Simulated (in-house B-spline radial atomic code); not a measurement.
Computed with a B-spline radial atomic code. Model: two electrons, singlet ground state, non-relativistic, full CI in B-splines with partial waves to l = 8 (at full coupling up to 3e-4 hartree above the limit, correlation up to 0.6 % small), density held at that of full coupling by Lieb maximisation.

W(λ) is the mean repulsion in the state of coupling λ less the Hartree energy of the fixed density. Its start is exact exchange, its initial slope is twice the second-order Görling-Levy correlation energy, and its area from 0 to 1 is E_xc. A straight curve means weak, dynamic correlation, and a curve that drops fast and flattens means strong correlation.

Command:
```bash
python run_ac.py task.json out
```
Settings (lengths in bohr, energies in hartree):
```
potential              ball
strength               1
lmax                   8
wall_radius            38.3
```

Time taken, with all properties: 12 s on 1 thread of Intel(R) Xeon(R) Processor @ 2.30GHz (shared host).

**W = mean repulsion less Hartree energy, and W of three functionals.**

Given: confinement empty hard sphere; hard wall radius 38.3 bohr; external potential zero inside.

Computed: LDA exchange minus exact 2.6323 millihartree; PBE exchange minus exact -1.4788 millihartree.

| coupling | W xc (hartree) | W xc minus exchange (millihartree) | kinetic minus Kohn-Sham (millihartree) | LDA (PW92) W minus its exchange (millihartree) | PBE W minus its exchange (millihartree) | SCAN W minus its exchange (millihartree) |
| --- | --- | --- | --- | --- | --- | --- |
| 0 | -0.037144 | 0 | 0 | 0 | 0 | 0 |
| 0.02 | -0.039959 | -2.814 | 0.03 | -4.97 | -3.01 | -1.7 |
| 0.05 | -0.042771 | -5.627 | 0.12 | -8.44 | -5.65 | -3.64 |
| 0.12 | -0.046068 | -8.923 | 0.38 | -12.81 | -9.25 | -6.67 |
| 0.25 | -0.048334 | -11.189 | 0.78 | -16.75 | -12.68 | -9.67 |
| 0.4 | ? | ? | ? | ? | ? | ? |
| 0.6 | ? | ? | ? | ? | ? | ? |
| 0.8 | -0.050557 | -13.413 | 1.77 | -22.31 | -17.69 | -13.37 |
| 1 | -0.050851 | -13.706 | 2.03 | -23.21 | -18.52 | -13.81 |
| 1.4 | -0.051238 | -14.094 | 2.49 | -24.46 | -19.67 | -14.34 |
| 2 | -0.05159 | -14.445 | 3.08 | -25.65 | -20.77 | -14.74 |
| 3 | -0.05193 | -14.786 | 3.91 | -26.82 | -21.86 | -15.05 |
| 4.5 | -0.05222 | -15.075 | 4.98 | -27.82 | -22.79 | -15.27 |
| 7 | -0.05249 | -15.345 | 6.5 | -28.74 | -23.64 | -15.43 |
| 10 | -0.052678 | -15.533 | 8.07 | -29.35 | -24.22 | -15.52 |

(1) What belongs in the row 0.4?

(2) What belongs in the row 0.6?

(3) What is the SCAN exchange minus exact?

**Energy parts, natural occupations and partial-wave weights.**

Computed: exchange energy -0.037144 hartree; correlation energy -0.011675 hartree; kinetic part of the DFT correlation energy 0.0020309 hartree; kinetic part over minus potential part 0.14818; Kohn-Sham kinetic 0.0099606 hartree; Lieb Oxford ratio E_xc over LDA exchange 1.4146.

```json
{"natural": "s", "occupation of the shell (electrons)": "1.1544"}
{"natural": "p", "occupation of the shell (electrons)": "0.78706"}
{"natural": "d", "occupation of the shell (electrons)": "0.054949"}
{"natural": "s", "occupation of the shell (electrons)": "0.0029762"}
{"natural": "p", "occupation of the shell (electrons)": "?"}
{"natural": "f", "occupation of the shell (electrons)": "0.00021351"}
```

(4) What belongs in the row p?

```csv
wave,weight
s,0.5787
p,?
d,0.027475
f,0.00010676
g,7.6146e-09
```

(5) What belongs in the row p?

(6) What is the total energy?

(7) What is the Hartree energy?

Answers

(1) W xc (hartree): -0.049401; W xc minus exchange (millihartree): -12.257; kinetic minus Kohn-Sham (millihartree): 1.12; LDA (PW92) W minus its exchange (millihartree): -19.15; PBE W minus its exchange (millihartree): -14.82; SCAN W minus its exchange (millihartree): -11.43.

(2) W xc (hartree): -0.050127; W xc minus exchange (millihartree): -12.983; kinetic minus Kohn-Sham (millihartree): 1.47; LDA (PW92) W minus its exchange (millihartree): -21.06; PBE W minus its exchange (millihartree): -16.55; SCAN W minus its exchange (millihartree): -12.66.

(3) -2.9778 millihartree.

(4) occupation of the shell (electrons): 0.00038603.

(5) weight: 0.39372.

(6) 0.0354 hartree.

(7) 0.074289 hartree.

Half-way to full coupling W has made 92 % of its drop, against 50 % for a straight line, and second-order (GL2) theory, half the initial slope, overshoots the correlation energy by about 583 %: correlation is strong. Over couplings 0 to 1 the errors in E_xc come to about -4.3 millihartree for LDA, -4.2 millihartree for PBE, -2.2 millihartree for SCAN, so SCAN is nearest. In LDA and SCAN the errors of exchange and correlation have opposite signs, so the sum is smaller than the larger of the two.
